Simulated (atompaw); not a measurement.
## bismuth: one change to a PAW (atompaw) potential, before and after

```
Element                 : Bi (Z = 83)
Generator               : atompaw 4.2.0.5
Type                    : PAW
Functional              : PBE
Relativity              : scalar-relativistic
Frozen core             : [Xe] 4f14
Valence charge          : 15
Reference configuration : 5d10 6s2 6p3
Partial waves           : 6s (bound): rc 2.00 bohr; 6s channel at 4.05 Ry: rc 2.00 bohr; 6p (bound): rc 2.00 bohr; 6p channel at 2.55 Ry: rc 2.00 bohr; 5d (bound): rc 2.00 bohr; 5d channel at -1.35 Ry: rc 2.00 bohr
Local potential         : ultrasoft scheme with l = 3 at 0 Ry, radius 1.95 bohr
Core correction         : smooth core density matched at 1.30 bohr
Augmentation charge     : besselshape compensation charge, radius 1.45 bohr; PAW radius 2.00 bohr; waves and projectors: custom rrkj gramschmidtortho
```

Change: all radii scaled by about 1.27 (s 2.54, p 2.54, d 2.54 bohr); local potential ultrasoft scheme with l = 3 at 0 Ry, radius 2.48 bohr; augmentation besselshape compensation charge, radius 1.84 bohr; PAW radius 2.54 bohr; waves and projectors: custom rrkj gramschmidtortho; core correction smooth core density matched at 1.64 bohr.

Cutoffs: the cutoffs (Ry, on a coarse ladder) from which the occupation-weighted sum of valence levels, in a spherical-Bessel basis at the reference potential, stays within 10 and 1 mRy of its value at 400 Ry; they do not see the model core or the augmentation charge, which bear on the density cutoff.

Q: What does the change do?

A: The potential gets softer (30 Ry and 50 Ry → 18 Ry and 30 Ry); the bound ghost in s disappears. A larger radius leaves more room for a smooth pseudo-wave, so fewer plane waves are needed.

| quantity | base | changed |
| --- | --- | --- |
| cutoff, loose | 30 Ry | 18 Ry |
| cutoff, tight | 50 Ry | 30 Ry |
| loose cutoff by channel (10 mRy a level) | s 8 Ry, p 8 Ry, d 25 Ry | s 6 Ry, p 6 Ry, d 12 Ry |
| bound ghosts | s | none |
| lowest overlap eigenvalue by channel | s 0.59, p 0.57, d 0.56 | s 0.10, p 0.53, d 0.05 |

 A true bound ghost makes a file unfit for plane-wave use even where its test errors are small: the radial tests pick states by their node count and pass the ghost by. The cutoffs see the waves, projectors and local potential, not the compensation charge or the core.
